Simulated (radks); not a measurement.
Values are calculated unless marked as measured or tabulated.
Task: The copper ion Cu2.75+, 26.25 electrons, occupied as [Ar] 3d7.25 4s1 (fractional occupations, a model configuration). Code: a radial shooting solver on a logarithmic mesh with Libxc functionals. Model: scalar-relativistic Kohn-Sham, LDA (Slater exchange, Perdew-Wang correlation), spin-unpolarised, spherical densities, point nucleus. Some entries of the table are withheld. Estimate them.

orbital  occ.  eigenvalue (Ry)  <r> (bohr)
1s          2        -652.9575     0.05221
2s          2        -81.76729      0.2357
2p          6        -71.17468      0.2067
3s          2              (1)         (2)
3p          6         -8.88832         (3)
3d       7.25              (4)      0.8286
4s          1              (5)       2.031

Result: 
(1) 3s eigenvalue (Ry): -12.01888
(2) 3s <r> (bohr): 0.7027
(3) 3p <r> (bohr): 0.7307
(4) 3d eigenvalue (Ry): -3.82503
(5) 4s eigenvalue (Ry): -2.52734
